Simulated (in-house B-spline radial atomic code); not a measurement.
Results of a calculation; reference values are marked as such.
## Ghost states of the separable form: W

W, [Xe] 4f14 5d4 6s2, non-relativistic LDA (VWN5) (a model for so heavy an element), spherical and spin-unpolarised, from an all-electron radial atomic-structure program (B-spline basis) (atomic units; all potentials screened as in the neutral atom).

Troullier-Martins channels: 6s (ε = -0.1814, r_c = 2.422 bohr), 5d (ε = -0.2206, r_c = 1.208 bohr). In the Kleinman-Bylander form one channel serves as the local potential, and each other channel l becomes |δV u><u δV|/<u|δV|u>, with δV = V_l − V_local and u the pseudo-orbital. Its strength is E_KB = <u|δV²|u>/<u|δV|u>. By the analysis of Gonze, Stumpf and Scheffler a spurious state lies below the reference level ε if E_KB > 0 and ε is above the second level of the local potential alone, or if E_KB < 0 and ε is above its first. The table's levels are those of angular momentum l in a sphere of 9 bohr, whose wall can lift a shallow ε a little above its free-atom value.

| local | channel | <u δV u> | <u δV² u> | ε | first local level | second local level |
| --- | --- | --- | --- | --- | --- | --- |
| s | d | -1.8913 | 6.9804 | -0.2206 | 0.0654 | 0.3126 |
| d | s | 0.20742 | 0.65622 | -0.1804 | -5.6986 | -1.1807 |

Problem. Apply the rule to each row.

Solution. Local s, channel d: E_KB = -3.69, so ε = -0.2206 is set against 0.0654: no ghost. Local d, channel s: E_KB = +3.16, so ε = -0.1804 is set against -1.1807: a ghost.

Diagonalising the separable Hamiltonian gives:

```tsv
local	channel	three lowest levels	all-electron, two lowest valence levels
s	d	-0.2206, 0.1130, 0.4224	-0.2206, 0.1111
d	s	-4.4083, -0.1804, 0.1072	-0.1804, 0.1095
```

Problem. Which choices of local channel are safe?

Solution. Free of ghosts: s. With d local the s channel has a ghost 4.23 hartree below ε, since the local potential binds more than one state below ε, and a repulsive term of rank one raises each level at most to the next, so it clears only one of them. Among the safe choices the second level, which tests transfer, is off by at most 1.8 millihartree (s local).
